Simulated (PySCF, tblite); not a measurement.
Isomers of C5H9ClFSi (doublet state), one GFN2-xTB conformer each. Single-point energies are computed at B3LYP/pcH-1 (PySCF, gas phase, no added dispersion term), electronic only. GFN2-xTB treats the open shell by occupation alone, and not every SCF solution was tested for stability.

Problem. Rank them by B3LYP/pcH-1 energy, lowest first (kcal/mol).
A. `[CH3:1]/[C:2](=[C:3]/[SiH2:4][Cl:5])[CH2:6][CH2:7][F:8]` (doublet state) with C2–C3–Si4–Cl5 48°, C1–C2–C6–C7 91°, C2–C6–C7–F8 -69°
B. `[CH3:1]/[CH:2]=[C:3](\[SiH2:4])[C@H:5]([Cl:6])[CH2:7][F:8]` (doublet state) with C2–C3–Si4–H 178° and 24°, C2–C3–C5–Cl6 -130°, C3–C5–C7–F8 52°
C. `[CH3:1]/[C:2](=[CH:3]/[SiH:4][Cl:5])[CH2:6][CH2:7][F:8]` (doublet state) with C2–C3–Si4–Cl5 -174°, C1–C2–C6–C7 -89°, C2–C6–C7–F8 -67°
D. `[CH2:1]/[CH:2]=[C:3](\[SiH3:4])[C@@H:5]([Cl:6])[CH2:7][F:8]` (doublet state) with H–C1–C2–C3 180° and 0°, C2–C3–C5–Cl6 -49°, C3–C5–C7–F8 66°
E. `[CH3:1]/[C:2]([CH:3][CH2:4][F:5])=[CH:6]/[SiH2:7][Cl:8]` (doublet state) with C1–C2–C3–C4 0°, C2–C3–C4–F5 179°, C2–C6–Si7–Cl8 179°

Solution. E (0.0), C (2.3), A (14.4), D (36.7), B (43.1).

Neighbours under 5.0 kcal/mol apart (C/C([CH]CF)=C/[SiH2]Cl and C/C(=C/[SiH]Cl)CCF) can change places with a better method, another conformer or zero-point energy. GFN2-xTB itself gives, in the same order: 0.0, 1.9, 16.5, 32.8, 33.3. Both levels put the same isomer lowest; measured from each level's own lowest isomer, the values differ by up to 9.8 kcal/mol (C/C=C(\[SiH2])[C@H](Cl)CF: 33.3 against 43.1).

Problem. What happens when harmonic zero-point energies from GFN2-xTB frequencies are added?

Solution. 
```tsv
SMILES	ZPE (kcal/mol)	electronic (kcal/mol)	with ZPE (kcal/mol)
C/C([CH]CF)=C/[SiH2]Cl	76.0	0.0	0.0
C/C(=C/[SiH]Cl)CCF	79.1	2.3	5.5
C/C(=[C]/[SiH2]Cl)CCF	76.7	14.4	15.2
[CH2]/C=C(\[SiH3])[C@@H](Cl)CF	74.2	36.7	34.9
C/C=C(\[SiH2])[C@H](Cl)CF	76.5	43.1	43.6
```

The zero-point energies span 4.9 kcal/mol. The order is unchanged.
